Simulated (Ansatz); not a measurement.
Reaction: H6Si2O (SMILES [SiH3]O[SiH3]) → H5Si2O (SMILES O([SiH3])[SiH2], doublet) + H (doublet) (the H-Si bond breaks)
Each species at its own B3LYP-D3(BJ)/def2-TZVP minimum (Ansatz, an electronic-structure program).

Wanted: bond dissociation energy (electronic), in kcal/mol. UHF or UKS for unpaired electrons; spin-orbit terms are left out. CBS(X,Y): correlation extrapolated as X^-3, Hartree-Fock from the larger set. A bracket is a step between two methods taken in the basis named. The functionals are non-relativistic, so their misses hold any scalar relativity. Double hybrids freeze cores in their MP2 part. 'core' is core correlation in cc-pwCVTZ (1s frozen past Ne), 'X2C' scalar relativity in cc-pVTZ-DK, both at CCSD(T). Where a partner has so few electrons that a lower coupled-cluster level is exact, that level stands in.

CCSD(T)/CBS(cc-pV(T+d)Z,cc-pV(Q+d)Z) + [CCSDT(Q) - CCSD(T)]/cc-pV(D+d)Z + core + X2C (Ansatz) gives 98.3 kcal/mol.

Problem. What does PBE/def2-TZVPD (Ansatz) give here, and how do the other levels compare?

Solution. PBE gives 90.8 kcal/mol, 7.5 kcal/mol below it. Differences of the others: B3LYP/def2-TZVPD (Ansatz) -2.7; PBE0/def2-TZVPD (Ansatz) -5.9; B2PLYP/def2-TZVPD (Ansatz) -2.9; CCSD(T)/CBS(cc-pV(T+d)Z,cc-pV(Q+d)Z) + core + X2C (Ansatz) 0.1 kcal/mol. Nearer than PBE: B3LYP/def2-TZVPD, PBE0/def2-TZVPD, B2PLYP/def2-TZVPD, CCSD(T)/CBS(cc-pV(T+d)Z,cc-pV(Q+d)Z) + core + X2C.
